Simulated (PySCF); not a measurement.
## Spinor energies of Mo⁺ (molybdenum, charge +1)

Start: [Kr] 4d4 5p1; 4d5/2 filled at m_j = -1/2, +1/2, +3/2, +5/2; 5p3/2 filled at m_j = +3/2. Calculated with PySCF 2.14 in x2c-SVPall-2c with one added diffuse shell each of s, p, d type (7s9p7d1f, 76 functions): generalised Hartree-Fock with the X2C-1e Hamiltonian and a Gaussian nucleus; one run each with spin-orbit coupling (SO) switched off, then screened by Boettger's factors. This is a chosen level, not necessarily the ground level.

| spinor shell | electrons | ε, spin-free (eV) | ε, screened SO (eV) | weight of nominal j (screened SO) | rms radius, screened SO (bohr) |
| --- | --- | --- | --- | --- | --- |
| 1s1/2 | 2 | -20115.8 | -20114.9 | 1.000 | 0.0404 |
| 2s1/2 | 2 | -2925.6 | -2925.4 | 1.000 | 0.166 |
| 2p1/2 | 2 | -2611.0 | -2684.7 | 1.000 | 0.145 |
| 2p3/2 | 4 | -2611.0 | -2576.5 | 1.000 | 0.149 |
| 3s1/2 | 2 | -540.00 | -539.99 | 1.000 | 0.456 |
| 3p1/2 | 2 | -433.86 | -446.51 | 1.000 | 0.455 |
| 3p3/2 | 4 | -433.86 | -427.98 | 1.000 | 0.465 |
| 3d3/2 | 4 | -261.04 | -263.13 | 0.973 | 0.452 |
| 3d5/2 | 6 | -261.04 | -259.69 | 0.982 | 0.455 |
| 4s1/2 | 2 | -90.816 | -90.863 | 1.000 | 1.19 |
| 4p1/2 | 2 | -59.423 | -63.231 | 0.683 | 1.32 |
| 4p3/2 | 4 | -59.423 | -57.655 | 0.842 | 1.32 |
| 4d5/2 | 4 | -20.547 | -20.565 | 0.673 | 1.91 |
| 5p3/2 | 1 | -9.767 | -9.700 | 1.000 | 4.27 |

```csv
quantity,spin-free,screened SO
E (hartree),-4045.17568,-4045.62621
M_J,11/2,11/2
⟨J²⟩,35.760,35.761
⟨L²⟩,12.009,12.054
⟨S²⟩,8.751,8.737
```

Each row is a mean over spinors that exchange with the open shell spreads, by up to 8.595 eV (4p3/2).

Rows whose weight is well below 1 are mixtures of j = l ± 1/2: exchange outweighs spin-orbit coupling there, and the label is only the starting occupation.

Breit and QED terms are absent; they matter most for the inner s and p1/2 levels.

Densities and radii are taken from the X2C orbitals without a picture-change correction, which distorts them close to the nucleus.

Without spin-orbit coupling the j labels of p, d and f shells carry no meaning; the spin-free column gives the mean over the occupied spinors of each nl shell.
